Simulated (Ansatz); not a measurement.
Geometry optimisation, Ansatz 0.2.0, RHF/def2-SVP.

The input (input.yaml):

```yaml
crystal:
  periodic: [false, false, false]
  atoms:
    - { symbol: W, position_ang: [0.0, 0.0, 0.0] }
    - { symbol: O, position_ang: [0.0, 0.0, 2.29] }
    - { symbol: H, position_ang: [-0.9095, -0.2814, 2.6271] }
    - { symbol: Cl, position_ang: [2.39, 0.0, 0.0] }
    - { symbol: Cl, position_ang: [0.0, 2.39, 0.0] }
    - { symbol: Cl, position_ang: [-2.39, 0.0, 0.0] }
    - { symbol: Cl, position_ang: [0.0, -2.39, 0.0] }
    - { symbol: Cl, position_ang: [0.0, 0.0, -2.39] }
    - { symbol: H, position_ang: [1.3275, 1.3829, 0.637] }
    - { symbol: H, position_ang: [1.0111, 1.0533, 1.625] }
basis:
  gaussian: { orbitals: def2-SVP }
hamiltonian:
  xc: hf
relax:
  f_tol: 0.15
  max_steps: 25
  restrain:
    - { distance: [0, 8], at: 2.92, k: 30.0 }
    - { distance: [9, 1], at: 2.21, k: 30.0 }
    - { distance: [0, 1], at: 1.94, k: 30.0 }
    - { distance: [9, 8], at: 0.66, k: 30.0 }
```

Launched with:

```bash
$ ansatz run input.yaml --threads 4 --pin off --max-ram 5120MiB --backend cpu --events-out ev --progress --plain --runs-dir out
```

Where does it end, and by what steps?

The run converged. The restraints hold the end off the free minimum; the threshold counts their pulls, which the force column leaves out. Restrained pairs: W1–H9 (2.02 → 2.95 Å), O2–H10 (1.60 → 2.23 Å), W1–O2 (2.29 → 1.87 Å), H9–H10 (1.09 → 0.71 Å). After 9 steps the energy has fallen by 5.613 eV (the restraints' own energy left out); H9 moved furthest, 1.04 Å.

```tsv
step	energy less start (eV)	largest force component (eV/Å)	accepted
0	0.0000	3.745	yes
1	-0.5432	3.704	yes
2	-1.8978	4.879	yes
3	-3.1784	3.237	yes
4	-4.4345	2.911	yes
5	-5.0289	1.737	yes
6	-5.4443	1.502	yes
7	-5.5781	2.102	yes
8	-5.5901	2.132	yes
9	-5.6133	2.071	yes
```

```xyz
10
Properties=species:S:1:pos:R:3
W -0.075 -0.073 -0.145
O -0.130 -0.009 1.727
H -0.705 -0.189 2.461
Cl 2.206 -0.063 -0.345
Cl -0.062 2.209 -0.418
Cl -2.420 -0.055 0.003
Cl 0.001 -2.398 0.006
Cl -0.402 -0.355 -2.408
H 1.599 1.598 1.616
H 1.417 1.490 2.292
```

Time of the run: 45 s on 4 threads of Intel(R) Xeon(R) Platinum 8259CL CPU @ 2.50GHz (Skylake/Cascade Lake), with other jobs on the host, peak memory 0.57 GiB.
